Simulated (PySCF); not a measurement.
H₃O₃Si, SMILES O[Si](O)O (connectivity only; charge and spin as stated), charge +1, multiplicity 1. The structure is a stationary point at r2SCAN-D4/def2-SVP. The multiplicity is an assumed one; other spin states were not compared. The isomer is the one that the SMILES or the coordinates give; other isomers of the formula were not compared. The values are those of a single conformer.

Method: r2SCAN-D4/def2-SVP in PySCF.

Harmonic wavenumbers (cm⁻¹): 296, 314, 314, 334, 406, 447, 538, 615, 670, 880, 1176, 1189, 3823, 3831, 3853. Rotational constants (GHz): 7.764, 7.124, 3.715; symmetry number 1.

Work out the zero-point energy and the ideal-gas rigid-rotor harmonic-oscillator thermochemistry at 298.15 K and 1 atm.

ZPE = ½ Σ hcν = ½ × 18686 cm⁻¹ = 26.71 kcal/mol. H − E(el) = 30.81 kcal/mol. Entropy in cal/(mol K): translation 39.02, rotation 24.86, vibration 8.68, total 72.56. G − E(el) = 9.17 kcal/mol. Cp = 21.37 cal/(mol K).
